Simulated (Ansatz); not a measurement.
Geometry optimisation, DFT PBE-D3(BJ), scalar-relativistic, plane waves, PAW in Ansatz.

The input (input.yaml):

```yaml
crystal:
  lattice:
    - [0.0, 5.43, 5.43]
    - [5.43, 0.0, 5.43]
    - [5.43, 5.43, 0.0]
  atoms:
    - { symbol: Si, position: [0.0, 0.0, 0.0] }
    - { symbol: Si, position: [0.125, 0.125, 0.125] }
    - { symbol: Si, position: [0.0, 0.0, 0.5] }
    - { symbol: Si, position: [0.125, 0.125, 0.625] }
    - { symbol: Si, position: [0.0, 0.5, 0.0] }
    - { symbol: Si, position: [0.125, 0.625, 0.125] }
    - { symbol: Si, position: [0.0, 0.5, 0.5] }
    - { symbol: Si, position: [0.125, 0.625, 0.625] }
    - { symbol: Si, position: [0.5, 0.0, 0.0] }
    - { symbol: Si, position: [0.625, 0.125, 0.125] }
    - { symbol: Si, position: [0.5, 0.0, 0.5] }
    - { symbol: Si, position: [0.625, 0.125, 0.625] }
    - { symbol: Si, position: [0.5, 0.5, 0.0] }
    - { symbol: Si, position: [0.625, 0.625, 0.125] }
    - { symbol: Si, position: [0.5, 0.5, 0.5] }
    - { symbol: Si, position: [0.625, 0.625, 0.625] }
    - { symbol: Cu, position: [0.2558284, 0.2428945, 0.7594421], spin: 1.0 }
magnetization:
  spin_polarized: true
basis:
  ecutwfc: 420.0
kpoints:
  mp_grid: { grid: [2, 2, 2] }
hamiltonian:
  xc: pbe
  dispersion: d3bj
  pseudopotentials: { kind: paw, azcp: { folder: soft_1 } }
scf:
  occupations: { method: gaussian, width: 0.05 }
  lower_state_search: "off"
relax:
  f_tol: 0.03
  max_steps: 60
  adjacent_minimum: "off"
```

Command:

```bash
$ ansatz run input.yaml --threads 2 --pin off --max-ram 5120MiB --backend cpu --events-out ev --progress --plain --runs-dir out
```

Task: Where does it end, and by what steps?

Result: It converged. The force dipped under the threshold on the way, but the program's further checks kept it going. Limits of this set-up: coarse k mesh, a small cell, in which the defect meets its images. After 4 steps the energy has fallen by 0.067 eV; Cu17 moved furthest, 0.05 Å.

```tsv
step	energy less start (eV)	largest force component (eV/Å)	accepted
0	0.0000	0.595	yes
1	-0.0552	0.230	yes
2	-0.0655	0.088	yes
3	-0.0672	0.005	yes
4	-0.0672	0.005	yes
```

```xyz
17
Lattice="0.0000 5.4300 5.4300 5.4300 0.0000 5.4300 5.4300 5.4300 0.0000" Properties=species:S:1:pos:R:3
Si 0.006 0.004 -0.008
Si 1.385 1.388 1.330
Si 2.718 2.736 0.000
Si 4.061 4.061 1.345
Si 2.723 0.003 2.709
Si 4.071 1.356 4.073
Si 5.431 2.705 2.715
Si 6.802 4.059 4.086
Si 0.000 2.727 2.714
Si 1.361 4.069 4.075
Si 2.707 5.433 2.720
Si 4.048 6.816 4.097
Si 2.714 2.709 5.429
Si 4.068 4.069 6.783
Si 5.425 5.432 5.437
Si 6.788 6.786 6.786
Cu 5.435 5.460 2.716
```

The run took 51 s on 2 threads of Arm Neoverse V1, with other jobs on the host, peak memory 0.74 GiB.
